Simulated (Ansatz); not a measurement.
Start from `C[O][Al]([Cl])[Cl]` and change one element to get `COB(Cl)Cl`.

Ansatz, PBE0-D4/def2-TZVP geometries, multiplicity 1. Each molecule was computed in one conformer, which needn't be the lowest.

```json
{"property": "HOMO–LUMO gap (ωB97M-V/def2-TZVPP) / eV", "`C[O][Al]([Cl])[Cl]`": "11.92"}
{"property": "HOMO energy (B3LYP/def2-TZVPP) / eV", "`C[O][Al]([Cl])[Cl]`": "-8.42"}
{"property": "HOMO–LUMO gap (B3LYP/def2-TZVPP) / eV", "`C[O][Al]([Cl])[Cl]`": "7.30"}
{"property": "HOMO energy (ωB97M-V/def2-TZVPP) / eV", "`C[O][Al]([Cl])[Cl]`": "-11.07"}
{"property": "LUMO energy (B3LYP/def2-TZVPP) / eV", "`C[O][Al]([Cl])[Cl]`": "-1.13"}
{"property": "LUMO energy (PBE/def2-TZVPP) / eV", "`C[O][Al]([Cl])[Cl]`": "-1.72"}
```

(1) What does the change do to each property? (Estimate.)

Answers

(1) Ansatz gave: 
```tsv
property	`COB(Cl)Cl`	shift
HOMO–LUMO gap (ωB97M-V/def2-TZVPP) / eV	13.05	1.13
HOMO energy (B3LYP/def2-TZVPP) / eV	-8.60	-0.18
HOMO–LUMO gap (B3LYP/def2-TZVPP) / eV	8.18	0.88
HOMO energy (ωB97M-V/def2-TZVPP) / eV	-11.16	-0.09
LUMO energy (B3LYP/def2-TZVPP) / eV	-0.42	0.71
LUMO energy (PBE/def2-TZVPP) / eV	-1.21	0.51
```

With PBE0 the HOMO falls by 0.23 eV and the LUMO rises by 0.63 eV, so the gap widens by about 0.86 eV. PBE moves the HOMO by -0.32 eV and ωB97M-V by -0.09 eV.

B3LYP here is the variant with VWN-RPA as its local correlation; programs differ in this.
